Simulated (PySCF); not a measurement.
Gas-phase reaction: 2 Na₂O ⇌ 4 Na + O₂

Computed with PySCF and rigid-rotor harmonic-oscillator thermochemistry at 1 bar. Table values come from the NASA 1993 polynomials. After a fit of one offset per element over all species, the range-separated, M06-2X, PBE0/def2-QZVP and CCSD(T)/def2-TZVPP enthalpies, where run, lie to one side of the table for Na₂O (+27 kJ/mol): a fault of the table's entry, another state or a shared error of the levels is possible; this was not checked at source. † marks an energy on the PBE0/def2-TZVP geometry and frequencies; other levels use their own. MP2 freezes the core. Open shells (unrestricted): Na (multiplicity 2), O₂ (multiplicity 3); the rest are closed-shell singlets. B3LYP is the form with VWN-RPA correlation. For Na the outer core is correlated in a valence basis, which is rough. For this reaction the table lies outside the span of B3LYP, CCSD(T), M06-2X, MP2, PBE0, r2SCAN, ωB97M-V, ωB97X-V in their largest bases here; which side is off was not settled. MP2 isn't extrapolated to the basis-set limit. The table's entry may be an old estimate for Na₂O (not checked at source).

| level | ΔH°(298 K), kJ |
|---|---|
| table | 512.0 |
| B3LYP/def2-TZVP† | (withheld) |
| M06-2X/def2-TZVP† | 425.6 |
| MP2/def2-SVP† | (withheld) |
| PBE/def2-TZVP† | 405.7 |
| PBE0/def2-QZVP† | (withheld) |
| PBE0/def2-SVP† | (withheld) |
| PBE0/def2-TZVP | 340.2 |
| r2SCAN/def2-TZVP† | 402.0 |

Task: What belongs in the gaps?

Result: 
- B3LYP/def2-TZVP†, ΔH°(298 K), kJ: 402.0
- MP2/def2-SVP†, ΔH°(298 K), kJ: 417.7
- PBE0/def2-QZVP†, ΔH°(298 K), kJ: 338.2
- PBE0/def2-SVP†, ΔH°(298 K), kJ: 338.9
